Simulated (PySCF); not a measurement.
**Worked example: chemical shift, span and skew from a shielding tensor**

CH₃F₃O₃Si, SMILES FC([Si](O)(O)O)(F)F. Atoms are numbered in the order given.

```xyz
11

O     -1.4357     0.5971     1.3770
Si     0.0000     0.0000     0.8608
O      1.2350     0.9448     1.3770
O      0.2007    -1.5419     1.3770
C      0.0000     0.0000    -1.0612
F     -0.4099     1.1784    -1.5626
F      1.2255    -0.2342    -1.5626
F     -0.8156    -0.9442    -1.5626
H     -1.6586     1.5053     1.1529
H      2.1330     0.6838     1.1529
H     -0.4743    -2.1891     1.1529
```
Charge 0, spin multiplicity 1.

The structure is a stationary point at PBE0-D3(BJ)/def2-SVP. One conformer was computed; it need not be the lowest.

GIAO shieldings from PBE/pcSseg-1 run with PySCF, non-relativistic, no solvent. The symmetric part of the tensor of Si2 has the principal values 345.7, 424.8, 424.8 ppm. The same nucleus in TMS has σ = 335.4 ppm at this level (PySCF, at its B3LYP-D3(BJ)/def2-TZVP geometry).

Work out the isotropic shielding, the ²⁹Si shift against TMS, the span and the skew.


σ(iso) = (σ11 + σ22 + σ33)/3 = 398.4 ppm. δ = σ(ref) − σ(iso) = 335.4 − (398.4) = -63.0 ppm.
Span Ω = σ33 − σ11 = 79.1 ppm. Skew κ = 3(σ(iso) − σ22)/Ω = -1.00, an axial tensor. Tumbling in solution averages the tensor to δ; in a static solid the shielding alone would spread this spin-1/2 line over Ω.
